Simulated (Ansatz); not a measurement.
## A reaction path, image by image

GeH2ClF3, singlet, from a complex of GeClF₃ ([F][Ge]([F])([F])[Cl]) + H₂ to a complex of GeHF₃ ([F][GeH]([F])[F]) + HCl; BHLYP-D4/STO-3G (Ansatz 0.2.0). Settings:

```yaml
hamiltonian: {xc: {name: BHLYP}, dispersion: d4}
neb:
  images: 5
  climbing: immediate
  max_iterations: 40
  initial_path: idpp
```

First end:

```csv
atom,x (Å),y (Å),z (Å)
Ge1,-0.6080,0.4366,-0.6519
Cl2,0.4767,-0.9535,-1.7673
F3,-1.7041,1.2825,-1.6362
F4,-1.5034,-0.3168,0.5789
F5,0.4130,1.5818,0.0763
H6,1.6230,-1.2580,1.4661
H7,1.3028,-0.7725,1.9342
```

Second end:

Ge1  (0.121, 0.897, 0.272)
Cl2  (0.339, -2.369, -1.238)
F3  (-0.767, 1.291, -1.130)
F4  (-0.749, -0.372, 1.035)
F5  (-0.031, 2.235, 1.323)
H6  (-0.480, -2.222, -0.262)
H7  (1.566, 0.540, 0.000)
(Å)

The ends were relaxed with PBE0-D4 in triple zeta, so they are not quite minima here (largest force components 1.51 and 1.67 eV/Å).

Energies along the converged band: It took 22 iterations. Path lengths are measured after rigid turns and shifts between images are taken out.
```csv
image,path length (Å),energy (eV)
0,0.00,0.000
1,1.48,-0.114
2,2.96,0.133
3 (climbing),4.45,3.105
4,5.86,1.215
5,7.27,1.136
6,8.68,1.242
```
The barrier is narrow on this path: one image carries it, so the band shows its height but not its shape.
Energies count from the first end.

The images between the ends:
Image 1:
```json
{"atom": "Ge1", "x (Å)": "-0.8378", "y (Å)": "0.4806", "z (Å)": "-0.4766"}
{"atom": "Cl2", "x (Å)": "0.2658", "y (Å)": "-1.1629", "z (Å)": "-1.3074"}
{"atom": "F3", "x (Å)": "-1.3845", "y (Å)": "1.4572", "z (Å)": "-1.7023"}
{"atom": "F4", "x (Å)": "-2.1318", "y (Å)": "-0.0988", "z (Å)": "0.3864"}
{"atom": "F5", "x (Å)": "0.1456", "y (Å)": "1.3604", "z (Å)": "0.5301"}
{"atom": "H6", "x (Å)": "1.8513", "y (Å)": "-1.1157", "z (Å)": "0.9593"}
{"atom": "H7", "x (Å)": "2.0913", "y (Å)": "-0.9207", "z (Å)": "1.6107"}
```

Image 2:
```json
{"atom": "Ge1", "x (Å)": "-0.7208", "y (Å)": "0.3187", "z (Å)": "-0.2039"}
{"atom": "Cl2", "x (Å)": "0.0069", "y (Å)": "-1.5214", "z (Å)": "-1.0805"}
{"atom": "F3", "x (Å)": "-0.8551", "y (Å)": "1.3814", "z (Å)": "-1.4677"}
{"atom": "F4", "x (Å)": "-2.1440", "y (Å)": "-0.0883", "z (Å)": "0.5391"}
{"atom": "F5", "x (Å)": "0.1856", "y (Å)": "1.1000", "z (Å)": "0.9541"}
{"atom": "H6", "x (Å)": "1.7876", "y (Å)": "-0.8928", "z (Å)": "0.4269"}
{"atom": "H7", "x (Å)": "1.7398", "y (Å)": "-0.2976", "z (Å)": "0.8321"}
```

Image 3:
```json
{"atom": "Ge1", "x (Å)": "-0.3584", "y (Å)": "0.4440", "z (Å)": "0.1111"}
{"atom": "Cl2", "x (Å)": "0.1380", "y (Å)": "-1.7865", "z (Å)": "-1.0308"}
{"atom": "F3", "x (Å)": "-0.6102", "y (Å)": "1.1119", "z (Å)": "-1.3788"}
{"atom": "F4", "x (Å)": "-1.6350", "y (Å)": "-0.2732", "z (Å)": "0.8757"}
{"atom": "F5", "x (Å)": "0.0241", "y (Å)": "1.7487", "z (Å)": "1.0857"}
{"atom": "H6", "x (Å)": "1.1739", "y (Å)": "-1.0096", "z (Å)": "-0.0898"}
{"atom": "H7", "x (Å)": "1.2676", "y (Å)": "-0.2352", "z (Å)": "0.4270"}
```

Image 4:
```json
{"atom": "Ge1", "x (Å)": "-0.1627", "y (Å)": "0.7581", "z (Å)": "0.3508"}
{"atom": "Cl2", "x (Å)": "0.0259", "y (Å)": "-2.1270", "z (Å)": "-1.1400"}
{"atom": "F3", "x (Å)": "-0.6225", "y (Å)": "1.1110", "z (Å)": "-1.2225"}
{"atom": "F4", "x (Å)": "-1.4244", "y (Å)": "-0.1097", "z (Å)": "1.0335"}
{"atom": "F5", "x (Å)": "-0.1601", "y (Å)": "2.2343", "z (Å)": "1.1504"}
{"atom": "H6", "x (Å)": "1.2445", "y (Å)": "-1.9888", "z (Å)": "-0.6275"}
{"atom": "H7", "x (Å)": "1.0994", "y (Å)": "0.1221", "z (Å)": "0.4554"}
```

Image 5:
```json
{"atom": "Ge1", "x (Å)": "-0.0063", "y (Å)": "0.9419", "z (Å)": "0.3645"}
{"atom": "Cl2", "x (Å)": "0.1009", "y (Å)": "-1.9399", "z (Å)": "-1.3077"}
{"atom": "F3", "x (Å)": "-0.6906", "y (Å)": "1.1057", "z (Å)": "-1.1568"}
{"atom": "F4", "x (Å)": "-0.9788", "y (Å)": "-0.1365", "z (Å)": "1.2052"}
{"atom": "F5", "x (Å)": "-0.2709", "y (Å)": "2.4247", "z (Å)": "1.1115"}
{"atom": "H6", "x (Å)": "0.4833", "y (Å)": "-2.9783", "z (Å)": "-0.5727"}
{"atom": "H7", "x (Å)": "1.3625", "y (Å)": "0.5823", "z (Å)": "0.3562"}
```

The band counts as converged below 0.05 eV/Å. Hardware: 8 CPU threads of an Intel Xeon Platinum 8488C, shared host. Wall time about 45 s.
